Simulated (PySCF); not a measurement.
CH7NSi3, SMILES [SiH3][Si@H]1N=C[SiH2]1.

Geometry: B3LYP-D3(BJ)/def2-SVP. The structure was generated by enumeration; whether it is a known compound was not checked.

Two levels are set side by side: TDA-PBE/def2-SVPD (PySCF) and TDA-CAM-B3LYP/def2-SVPD (PySCF). Vertical, same geometry. The lowest singlet is HOMO→LUMO 99 % with PBE and HOMO→LUMO 94 % with the other functional; states are paired by order. Differences are taken from unrounded values.

```tsv
quantity	TDA-CAM-B3LYP
lowest singlet excitation (eV)	3.70
lowest triplet excitation (TDA) (eV)	2.94
first bright state (f over 0.05) (eV)	6.01
its oscillator strength	0.06
```

What does TDA-PBE give, and how far is it from TDA-CAM-B3LYP? (The exact figures need the calculation; the answer reports its results.)


```json
[
 {"quantity": "lowest singlet excitation (eV)", "TDA-PBE": "3.48", "TDA-PBE minus TDA-CAM-B3LYP": "-0.21"},
 {"quantity": "lowest triplet excitation (TDA) (eV)", "TDA-PBE": "2.75", "TDA-PBE minus TDA-CAM-B3LYP": "-0.19"},
 {"quantity": "first bright state (f over 0.05) (eV)", "TDA-PBE": "5.56", "TDA-PBE minus TDA-CAM-B3LYP": "-0.45"},
 {"quantity": "its oscillator strength", "TDA-PBE": "0.08", "TDA-PBE minus TDA-CAM-B3LYP": "0.02"}
]
```

Functionals without exact exchange tend to place singlet excitations lower, as here. Differences between two approximate levels are no errors against the true value.

Rough cost on one machine, each run with all the roots and properties that it gave: TDA-CAM-B3LYP against TDA-PBE about 4 times.
